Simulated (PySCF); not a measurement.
A calculated (MN15, PySCF 2.14, def2-SVP, the non-relativistic Hamiltonian (point nucleus)) atom or ion has these occupied shells.

| shell | electrons | orbital energy (eV) | rms radius, mean of both spins (bohr) |
| --- | --- | --- | --- |
| 1s α | 1 | -10787.6 | 0.0554 |
| 1s β | 1 | -10787.5 | 0.0554 |
| 2s α | 1 | -1334.6 | 0.233 |
| 2s β | 1 | -1334.5 | 0.233 |
| 2p α | 3 | -1205.6 | 0.205 |
| 2p β | 3 | -1205.5 | 0.205 |
| 3s β | 1 | -170.97 | 0.689 |
| 3s α | 1 | -170.97 | 0.689 |
| 3p α | 3 | -127.29 | 0.710 |
| 3p β | 3 | -127.27 | 0.710 |
| 3d α | 5 | -44.263 | 0.823 |
| 3d β | 5 | -44.201 | 0.823 |
| 4s α | 1 | -21.559 | 2.25 |
| 4s β | 1 | -20.595 | 2.25 |
| 4p α | 1 | -13.366 | 2.77 |

(1) Name the element and its charge.

Results:

(1) Ge⁺ (germanium, charge +1), in [Ar] 3d10 4s2 4p1, 2P determinant.
